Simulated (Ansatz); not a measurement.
Ge(H)(Cl)2(Me) (CH₄Cl₂Ge), SMILES [CH3][GeH]([Cl])[Cl].

Coordinates come from a PBE0-D3(BJ)/def2-SVP optimisation.

Two levels are set side by side: PBE/def2-SVPD (Ansatz, a first-principles code) and PBE0/def2-SVPD (Ansatz). Energy differences of separate SCF runs at the same geometry; the states with an electron removed or added have multiplicity 2 and 2. Differences are taken from unrounded values.

| quantity | PBE |
|---|---|
| vertical ionisation energy (eV) | 10.31 |
| vertical singlet–triplet gap (eV) | 5.81 |

Q: These are the PBE values. What does PBE0 give? (Estimate from the structure and the level; the computed values follow.)

A: 
```
quantity                            PBE0  PBE minus PBE0
---------------------------------  -----  --------------
vertical ionisation energy (eV)    10.81           -0.50
vertical singlet–triplet gap (eV)   6.44           -0.63
```
